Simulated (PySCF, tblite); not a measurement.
Isomers of C7H11ClSi2, one GFN2-xTB conformer each. Single-point energies are computed at PBE0/pcSseg-1 (PySCF, gas phase, no added dispersion term), electronic only.

```json
{"SMILES": "C#C[SiH2]/C=C/[Si@H](Cl)CC=C", "GFN2-xTB relative energy (kJ/mol)": "144.2"}
{"SMILES": "CC#C[Si@@H](Cl)[SiH]1CC=CC1", "GFN2-xTB relative energy (kJ/mol)": "0.0"}
{"SMILES": "C=C(C)C#C[C@@H]1[SiH2][C@H]1[SiH2]Cl", "GFN2-xTB relative energy (kJ/mol)": "67.8"}
{"SMILES": "C=CCC#C[C@@H]1[SiH2][C@@H]1[SiH2]Cl", "GFN2-xTB relative energy (kJ/mol)": "97.2"}
{"SMILES": "Cl[SiH2][C@@H]1[SiH2][C@H]1C#CC1CC1", "GFN2-xTB relative energy (kJ/mol)": "68.4"}
{"SMILES": "C#C[SiH2]/C=C\\[Si@@H](Cl)CC=C", "GFN2-xTB relative energy (kJ/mol)": "146.7"}
```

Conformers: `[CH:1]#[C:2][SiH2:3]/[CH:4]=[CH:5]/[Si@H:6]([Cl:7])[CH2:8][CH:9]=[CH2:10]` with C2–Si3–C4–C5 1°, C4–C5–Si6–Cl7 -7°, C5–Si6–C8–C9 178°, Si6–C8–C9–C10 104°; `[CH3:1][C:2]#[C:3][Si@@H:4]([Cl:5])[SiH:6]1[CH2:7][CH:8]=[CH:9][CH2:10]1` with C3–Si4–Si6–C7 67°; `[CH2:1]=[C:2]([CH3:3])[C:4]#[C:5][C@@H:6]1[SiH2:7][C@H:8]1[SiH2:9][Cl:10]` with Si7–C8–Si9–Cl10 -93°; `[CH2:1]=[CH:2][CH2:3][C:4]#[C:5][C@@H:6]1[SiH2:7][C@@H:8]1[SiH2:9][Cl:10]` with C1–C2–C3–C4 -124°, Si7–C8–Si9–Cl10 91°; `[Cl:1][SiH2:2][C@@H:3]1[SiH2:4][C@H:5]1[C:6]#[C:7][CH:8]1[CH2:9][CH2:10]1` with Cl1–Si2–C3–Si4 -84°; `[CH:1]#[C:2][SiH2:3]/[CH:4]=[CH:5]\[Si@@H:6]([Cl:7])[CH2:8][CH:9]=[CH2:10]` with C2–Si3–C4–C5 57°, C4–C5–Si6–Cl7 152°, C5–Si6–C8–C9 -176°, Si6–C8–C9–C10 -100°.

Problem. What does PBE0/pcSseg-1 give for the same structures?

Solution. 
```tsv
SMILES	PBE0/pcSseg-1 E (Eh)	PBE0/pcSseg-1 (kJ/mol)	GFN2-xTB (kJ/mol)	point group
CC#C[Si@@H](Cl)[SiH]1CC=CC1	-1311.74426	0.0	0.0	C1
C#C[SiH2]/C=C/[Si@H](Cl)CC=C	-1311.69794	121.6	144.2	C1
C#C[SiH2]/C=C\[Si@@H](Cl)CC=C	-1311.69238	136.2	146.7	C1
C=C(C)C#C[C@@H]1[SiH2][C@H]1[SiH2]Cl	-1311.68073	166.8	67.8	C1
Cl[SiH2][C@@H]1[SiH2][C@H]1C#CC1CC1	-1311.66998	195.0	68.4	C1
C=CCC#C[C@@H]1[SiH2][C@@H]1[SiH2]Cl	-1311.66983	195.4	97.2	C1
```

Both levels put the same isomer lowest; measured from each level's own lowest isomer, the values differ by up to 126.6 kJ/mol (Cl[SiH2][C@@H]1[SiH2][C@H]1C#CC1CC1: 68.4 against 195.0). As drawn, the lowest has an Si–Si bond, which the highest lacks; the highest has a three-membered ring, which the lowest lacks. Neighbours under 10 kJ/mol apart (Cl[SiH2][C@@H]1[SiH2][C@H]1C#CC1CC1 and C=CCC#C[C@@H]1[SiH2][C@@H]1[SiH2]Cl) can change places with a better method, another conformer or zero-point energy. C#C[SiH2]/C=C/[Si@H](Cl)CC=C and C#C[SiH2]/C=C\[Si@@H](Cl)CC=C are stereoisomers, 14.6 kJ/mol apart in the conformers taken.

Problem. Which frontier levels, dipoles and rotational constants go with these structures?

Solution. 
| SMILES | HOMO (eV, PBE0/pcSseg-1) | LUMO (eV) | dipole (D) | A, B, C (MHz) |
| --- | --- | --- | --- | --- |
| CC#C[Si@@H](Cl)[SiH]1CC=CC1 | -7.11 | -0.72 | 2.55 | 1126, 473.6, 353.2 |
| C#C[SiH2]/C=C/[Si@H](Cl)CC=C | -7.23 | -1.03 | 1.80 | 1381, 346.1, 286.2 |
| C#C[SiH2]/C=C\[Si@@H](Cl)CC=C | -7.15 | -1.37 | 1.82 | 965.1, 592.4, 396.7 |
| C=C(C)C#C[C@@H]1[SiH2][C@H]1[SiH2]Cl | -6.23 | -0.76 | 1.88 | 1632, 290.9, 273.0 |
| Cl[SiH2][C@@H]1[SiH2][C@H]1C#CC1CC1 | -6.36 | -0.31 | 2.12 | 1732, 292.4, 274.5 |
| C=CCC#C[C@@H]1[SiH2][C@@H]1[SiH2]Cl | -6.59 | -0.30 | 2.11 | 955.0, 479.8, 350.7 |

Problem. What happens when harmonic zero-point energies from GFN2-xTB frequencies are added?

Solution. 
```csv
SMILES,ZPE (kJ/mol),electronic (kJ/mol),with ZPE (kJ/mol)
CC#C[Si@@H](Cl)[SiH]1CC=CC1,397.4,0.0,0.0
C#C[SiH2]/C=C/[Si@H](Cl)CC=C,382.4,121.6,106.6
C#C[SiH2]/C=C\[Si@@H](Cl)CC=C,382.7,136.2,121.4
C=C(C)C#C[C@@H]1[SiH2][C@H]1[SiH2]Cl,382.3,166.8,151.7
Cl[SiH2][C@@H]1[SiH2][C@H]1C#CC1CC1,387.4,195.0,185.0
C=CCC#C[C@@H]1[SiH2][C@@H]1[SiH2]Cl,382.7,195.4,180.7
```

The zero-point energies span 15.1 kJ/mol. The lowest isomer stays, but the order above it changes.
